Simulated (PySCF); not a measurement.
Re: electron affinity

Re- [Xe] 4f14 5d6 6s2 (5D) → Re [Xe] 4f14 5d5 6s2 (6S), as a difference of total energies. Calculation: PySCF 2.14, in x2c-TZVPPall with one added diffuse shell each of s, p, d, f type (12s8p8d4f1g, 113 functions); the spin-free X2C one-electron Hamiltonian (Gaussian nucleus). Correlated levels: valence: [Xe] 4f14 frozen. The calculations carry no spin-orbit coupling.

```json
{"method": "UHF", "electron affinity (eV)": "-1.878", "plus first-order spin-orbit estimate": "-1.548", "error of that sum (eV)": "-1.608"}
{"method": "MP2 (valence)", "electron affinity (eV)": "-0.429", "plus first-order spin-orbit estimate": "-0.099", "error of that sum (eV)": "-0.159"}
{"method": "SCS-MP2 (valence)", "electron affinity (eV)": "-0.491", "plus first-order spin-orbit estimate": "-0.161", "error of that sum (eV)": "-0.221"}
{"method": "CCSD (valence)", "electron affinity (eV)": "-0.224", "plus first-order spin-orbit estimate": "0.106", "error of that sum (eV)": "+0.046"}
{"method": "CCSD(T) (valence)", "electron affinity (eV)": "-0.045", "plus first-order spin-orbit estimate": "0.286", "error of that sum (eV)": "+0.226"}
```

Reference: 0.060 eV (measured; photodetachment measurements, as compiled on the Wikipedia data page of electron affinities).

A first-order spin-orbit estimate (lowest level to lowest level, LS coupling) adds 0.330 eV.

Errors of the correlated levels include the incompleteness of this basis and the frozen core.

A negative affinity means that the anion lies above the atom at that level of theory.

The coupled-cluster amplitudes are large for Re- (T1 above 0.03 or a double amplitude above 0.15), so a single reference is strained.
